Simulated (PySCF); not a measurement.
**Magnetisability: `CC/C(F)=C\[C@H](Cl)CCl`, C6H9Cl2F**

Molfile (atoms numbered from 1):
```
C6H9Cl2F
     RDKit          3D

 18 17  0  0  0  0  0  0  0  0999 V2000
   -2.1135    0.9265   -0.6848 C   0  0  0  0  0  0  0  0  0  0  0  0
   -1.6991   -0.4958   -0.2954 C   0  0  0  0  0  0  0  0  0  0  0  0
   -0.8341   -0.4691    0.9198 C   0  0  0  0  0  0  0  0  0  0  0  0
   -1.5506   -0.3214    2.0578 F   0  0  0  0  0  0  0  0  0  0  0  0
    0.4869   -0.5158    1.0358 C   0  0  0  0  0  0  0  0  0  0  0  0
    1.4498   -0.6633   -0.0851 C   0  0  2  0  0  0  0  0  0  0  0  0
    2.3175   -2.2403    0.1016 Cl  0  0  0  0  0  0  0  0  0  0  0  0
    2.5074    0.4278   -0.0868 C   0  0  0  0  0  0  0  0  0  0  0  0
    1.7281    1.9847   -0.4607 Cl  0  0  0  0  0  0  0  0  0  0  0  0
   -2.7544    0.9025   -1.5619 H   0  0  0  0  0  0  0  0  0  0  0  0
   -2.6588    1.3963    0.1302 H   0  0  0  0  0  0  0  0  0  0  0  0
   -1.2361    1.5293   -0.9061 H   0  0  0  0  0  0  0  0  0  0  0  0
   -1.1756   -0.9766   -1.1207 H   0  0  0  0  0  0  0  0  0  0  0  0
   -2.5915   -1.0812   -0.0636 H   0  0  0  0  0  0  0  0  0  0  0  0
    0.9211   -0.4583    2.0241 H   0  0  0  0  0  0  0  0  0  0  0  0
    0.9528   -0.7087   -1.0551 H   0  0  0  0  0  0  0  0  0  0  0  0
    2.9792    0.5229    0.8911 H   0  0  0  0  0  0  0  0  0  0  0  0
    3.2621    0.2469   -0.8518 H   0  0  0  0  0  0  0  0  0  0  0  0
  1  2  1  0
  2  3  1  0
  3  4  1  0
  3  5  2  0
  5  6  1  0
  6  7  1  0
  6  8  1  0
  8  9  1  0
  1 10  1  0
  1 11  1  0
  1 12  1  0
  2 13  1  0
  2 14  1  0
  5 15  1  0
  6 16  1  6
  8 17  1  0
  8 18  1  0
M  END
```

The calculation used PySCF, GIAO B3LYP/pcSseg-1 magnetisability, rotational g tensor and spin-rotation constants, non-relativistic, gas phase. Geometry: GFN2-xTB.

(1) How diamagnetic is it, and how anisotropic?

(2) Split it along the inertial axes a, b, c into diamagnetic and paramagnetic parts about the centre of mass, with the quadrupole moment.

(3) And the rotational g tensor?

Answers

(1) Isotropic -1729 × 10⁻³⁰ J/T², or -104.1 × 10⁻⁶ cm³/mol; principal values -1937, -1657, -1594 × 10⁻³⁰ J/T², anisotropy 316 × 10⁻³⁰ J/T² (root of half the summed squared differences of the principal values). The susceptibility is in cgs units.

(2) 
| axis | χ (10⁻⁶ cm³/mol) | diamagnetic (10⁻⁶ cm³/mol) | paramagnetic (10⁻⁶ cm³/mol) | summed x² of all electrons (Å²) | quadrupole Θ (D Å) |
| --- | --- | --- | --- | --- | --- |
| a | -103.4 | -1104.1 | 1000.6 | 302.3 | +3.61 |
| b | -112.9 | -1555.1 | 1442.2 | 196.0 | -8.28 |
| c | -96.1 | -2114.4 | 2018.3 | 64.2 | +4.66 |

Anisotropies 2χaa − χbb − χcc = +2.2 and 2χbb − χaa − χcc = -26.4 × 10⁻⁶ cm³/mol. Θ is traceless in Buckingham's convention.

(3) 
```
axis  rotational constant (GHz)        g  nuclear part  electronic part
   a                     1.1305  -0.0119        0.5195          -0.5314
   b                     0.8084  -0.0022        0.5455          -0.5477
   c                     0.5616  -0.0080        0.5245          -0.5325
```
Asymmetric top; isotopes 12C, 35Cl, 19F, 1H; no vibrational averaging.
